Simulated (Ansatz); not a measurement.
Z-matrix (Å, degrees):
```
Si
O 1 1.636
C 1 1.865 2 112.1
O 1 1.645 2 113.4 3 -116.6
H 1 1.481 2 104.3 3 122.1
H 2 0.961 1 116.5 3 49.8
Si 3 1.844 1 114.9 2 -74.0
H 3 1.097 1 109.1 2 165.8
H 3 1.095 1 109.2 2 48.6
H 4 0.958 1 118.3 2 -58.4
Cl 7 2.066 3 109.4 1 52.2
Cl 7 2.050 3 110.6 1 170.3
H 7 1.473 3 114.4 1 -68.2
```

Charge 0, multiplicity 1.

Question: List the r2SCAN/def2-TZVPP orbital energies in eV (the Gaussian-basis code of Ansatz). (An estimate is asked.)

Answer: Computed: Occupied: -2753.66, -2753.49, -1792.96, -1791.93, -516.05, -515.89, -273.11, -255.06, -254.89, -193.59, -193.47, -193.46, -193.42, -193.29, -193.29, -143.22, -142.22, -98.14, -98.09, -98.00, -97.11, -97.08, -97.06, -26.85, -26.33, -22.12, -21.44, -18.81, -14.68, -13.67, -13.51, -11.48, -10.84, -10.71, -10.34, -10.01, -9.76, -9.60, -8.82, -8.54, -8.45, -8.31, -8.21, -8.05, -7.57. Lowest empty: -0.27, -0.11, 0.58, 0.74, 0.90, 1.24, 1.90, 2.00.
